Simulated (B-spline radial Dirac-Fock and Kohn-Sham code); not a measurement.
# Bi⁵⁺: K-LL lines in intermediate coupling

System: bismuth as Bi⁵⁺, 1s2 2s2 2p6 3s2 3p6 3d10 4s2 4p6 4d10 4f14 5s2 5p6 5d10.

These are calculated numbers from an atomic code on a B-spline grid; the model is relaxed Dirac-Fock hole states (ΔSCF) with Breit and QED corrections and a finite nucleus. The two-hole levels come from diagonalising the Coulomb interaction among the jj configurations; intensities are independent-particle Coulomb rates. Kinetic energies are from the vacuum level. Electron correlation is not included. The rates lack the Breit term, which in heavy atoms raises K-L1L1 and K-L1L2. Labels follow the leading weight; the literature often keeps the label of the LS limit.

```tsv
kinetic energy (eV)	J	leading jj holes (weight)	leading LS term (weight)
57394.5	0	L1L1 (1.00)	¹S0 (1.00)
58079.0	1	L1L2 (1.00)	³P1 (0.64)
58127.5	0	L1L2 (1.00)	³P0 (1.00)
58684.9	0	L2L2 (1.00)	³P0 (0.66)
60350.6	1	L1L3 (1.00)	¹P1 (0.64)
60445.4	2	L1L3 (1.00)	³P2 (1.00)
61025.6	2	L2L3 (1.00)	¹D2 (0.68)
61054.9	1	L2L3 (1.00)	³P1 (1.00)
63297.7	0	L3L3 (1.00)	¹S0 (0.66)
63355.8	2	L3L3 (1.00)	³P2 (0.68)
```

The intensity is shared as follows: 61025.6 eV 34.9 %, 58079.0 eV 18.8 %, 57394.5 eV 13.5 %, 60350.6 eV 11.6 %, 63355.8 eV 11.0 %, 60445.4 eV 3.1 %, 58127.5 eV 3.0 %, 58684.9 eV 2.5 %, 63297.7 eV 1.4 %, 61054.9 eV 0.2 %.

The strongest line, by its leading LS label ¹D2, lies at 61025.6 eV. The mean weight of the leading component is 1.00 in jj and 0.79 in LS coupling, so jj labels describe these levels better.
